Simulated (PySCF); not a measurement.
# Field gradients at the hydrogen positions

Species: C₆H₈O₂.
Z-matrix (Å and degrees, GFN2-xTB geometry), rows numbered from 1:
```
C 
C   1  1.3228
O   2  1.3565  1  128.77
C   3  1.4079  2  117.30  1     0.82
C   4  1.5242  3  111.94  2  -179.28
O   5  1.2096  4  120.00  3  -163.72
C   5  1.4732  4  116.25  3    17.79
C   7  1.3280  5  120.93  4  -177.14
H   1  1.0747  2  123.69  3    -0.26
H   1  1.0734  2  119.79  3   179.92
H   2  1.0817  1  122.06  3  -179.87
H   4  1.0987  3  111.04  2    59.31
H   4  1.1018  3  110.53  2   -60.02
H   7  1.0785  5  116.54  4     2.29
H   8  1.0786  7  120.12  5     0.05
H   8  1.0766  7  122.47  5   179.95
```

Level: B3LYP/pcJ-1 (PySCF, non-relativistic); Q(2H) = 0.00286 b; rigid geometry, the same for H and D, with no vibrational averaging.

**Question.** Rank these positions by the coupling χzz of a deuteron there, largest first.
A. H10 (vinylic hydrogen)
B. H16 (vinylic hydrogen)
C. H11 (vinylic hydrogen)
D. H12 (methylene hydrogen)

**Answer.** A (225 kHz), B (217 kHz), C (207 kHz), D (182 kHz).

**Question.** What are Vzz, η and χzz (234.96 MHz × Q × Vzz) at all hydrogens?

**Answer.** 
| atom | bonded to | bond length (Å) | Vzz (au) | η | χzz (kHz) |
| --- | --- | --- | --- | --- | --- |
| H9 | C1 | 1.075 | 0.3319 | 0.10 | 223 |
| H10 | C1 | 1.073 | 0.3342 | 0.09 | 225 |
| H11 | C2 | 1.082 | 0.3076 | 0.11 | 207 |
| H12 | C4 | 1.099 | 0.2711 | 0.07 | 182 |
| H13 | C4 | 1.102 | 0.2674 | 0.07 | 180 |
| H14 | C7 | 1.079 | 0.3111 | 0.07 | 209 |
| H15 | C8 | 1.079 | 0.3135 | 0.02 | 211 |
| H16 | C8 | 1.077 | 0.3231 | 0.02 | 217 |

**Question.** How does χzz go with the bond length over the 8 C–H bonds?

**Answer.** A straight-line fit has a slope of -15.3 kHz for each 0.01 Å, with a correlation coefficient of -0.99, over lengths from 1.073 to 1.102 Å. The longer bonds have the smaller couplings here.

**Question.** A static deuteron (I = 1) shows a doublet split by (3/2)χ, (3/4)χ(1 + η) and (3/4)χ(1 − η) with the field along z, y and x of the gradient. What are these for H11?

**Answer.** With |χ| = 206.7 kHz and η = 0.105: 310, 171 and 139 kHz, to first order and without motion.

One conformer (not necessarily the lowest) at the GFN2-xTB geometry, without solvent, vibrations or thermal averaging. GFN2-xTB bond lengths can be off by several hundredths of an ångström, more for odd bonds, and the gradients follow them. A larger basis could move these couplings by a tenth or more.
